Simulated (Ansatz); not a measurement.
Gas-phase electronic energies from Ansatz, PBE0-D4/def2-TZVP geometries. CCSD(T)/CBS adds triple-zeta CCSD(T) − MP2 to the extrapolated MP2 energy (def2 sets, frozen cores). This one scheme is used for every species. DFT in def2-TZVPP. One conformer a species, not always the lowest.

`CO[Si](S)(Cl)OC` → `CO[SiH](S)Cl` + `C=O`  (β-hydride elimination)

Is it downhill or uphill in electronic energy at CCSD(T)/CBS, and by how much? (Best estimate.)

Computed: Uphill: ΔE = +2.35 eV.

What do these levels give: PBE0-D4, ωB97M-V, B2PLYP, PBE, PBE0, HF/CBS(def2)? (Best estimate.)

Ansatz gave: PBE0-D4 2.41, ωB97M-V 2.36, B2PLYP 2.20, PBE 2.12, PBE0 2.30, HF/CBS(def2) 2.12 eV.

Largest T1 diagnostic among the species: 0.015.

The D4 term adds +0.19 eV with B3LYP and +0.11 eV with PBE0; it sums over pairs of atoms, weighted by their polarisabilities, and B3LYP, whose exchange is more repulsive, gets the larger term. In def2-TZVPP, CCSD(T) changes the Hartree–Fock value by +0.17 eV (the triples alone add −0.00 eV) and MP2 by +0.27 eV. From PBE to PBE0 (25 % exact exchange), in def2-TZVPP and without D4, ΔE moves by +0.18 eV.

B3LYP here is the variant with VWN-RPA as its local correlation; programs differ in this.
